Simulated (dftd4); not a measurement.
NO (SMILES [N]=O), doublet, geometry from GFN2-xTB; D4 for blyp in dftd4.

The dftd4 input:
```
$ dftd4 mol.xyz --func blyp --charge 0 --json dftd4.json --noedisp

# file mol.xyz
2

N     -0.00000000    -0.00000000    -0.61625478
O      0.00000000     0.00000000     0.53922293
```

What the program printed (banner, timings and long lists left out):

```
                    ____  _____ _____     ____  _  _
      -------------|  _ \|  ___|_   _|---|  _ \| || |------------
     |             | | | | |_    | | ___ | | | | || |_           |
     |             | |_| |  _|   | ||___|| |_| |__   _|          |
     |             |____/|_|     |_|     |____/   |_|            |
     |             ===================================           |
     |            E. Caldeweyher, S. Ehlert & S. Grimme          |
     |          Mulliken Center for Theoretical Chemistry        |
     |                    University of Bonn                     |
      -----------------------------------------------------------

Rational (Becke-Johnson) damping: blyp-D4-ATM
---------------------
  s6         1.0000
  s8         2.3408
  s9         1.0000
  a1         0.4449
  a2         4.0933
 alp        16.0000
--------------------

Dispersion energy:      -7.6305853158088E-04 Eh

[Info] JSON dump of results written to 'dftd4.json'
```
